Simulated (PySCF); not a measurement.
**Shieldings and the share of exact exchange**

Molecule: SMILES C(#N)[Si@@H](N)[SiH2]N, CH₇N₃Si₂.

Mapped SMILES: `[N:1]#[C:2][Si@@H:3]([NH2:4])[SiH2:5][NH2:6]`; H(Xn) means a hydrogen on atom n. Ha(Si5) is pro-R; Hb(Si5) is pro-S.

GIAO shieldings (ppm, equivalent atoms averaged) in PySCF 2.14.0 with density-fitted response routines on the PBE0-D3(BJ)/def2-SVP geometry, basis pcSseg-1, gas phase, non-relativistic:

```tsv
functional	exact exchange (%)	σ(N1)	σ(N4)	σ(Si5)	σ(Si3)
BLYP	0	-94.1	247.4	385.4	389.3
BP86	0	-89.9	250.3	393.4	398.3
PBE	0	-91.2	251.3	394.9	399.4
B3LYP	20	-98.5	251.3	397.4	399.9
PBE0	25	-96.2	255.6	409.5	412.2
mPW1PW91	25	-96.9	254.5	407.6	410.5
HF	100	-110.9	262.2	447.9	447.0
```

**Question.** Fit each shielding as a line in the percentage of exact exchange.

**Answer.** σ(N1) = -92.2 − 0.19 x (rms 1.5 ppm); σ(N4) = 250.2 + 0.13 x (rms 1.6 ppm); σ(Si5) = 391.3 + 0.57 x (rms 3.8 ppm); σ(Si3) = 395.5 + 0.52 x (rms 4.1 ppm). The functionals also differ in their semilocal parts, which the line can't hold; Hartree–Fock has no correlation at all.

**Question.** What does the line predict for BHandHLYP (50 %), and what does the run give?

**Answer.** σ(N1): -101.7 predicted, -104.2 computed; σ(N4): 256.7 predicted, 256.0 computed; σ(Si5): 419.8 predicted, 415.4 computed; σ(Si3): 421.5 predicted, 416.3 computed ppm.
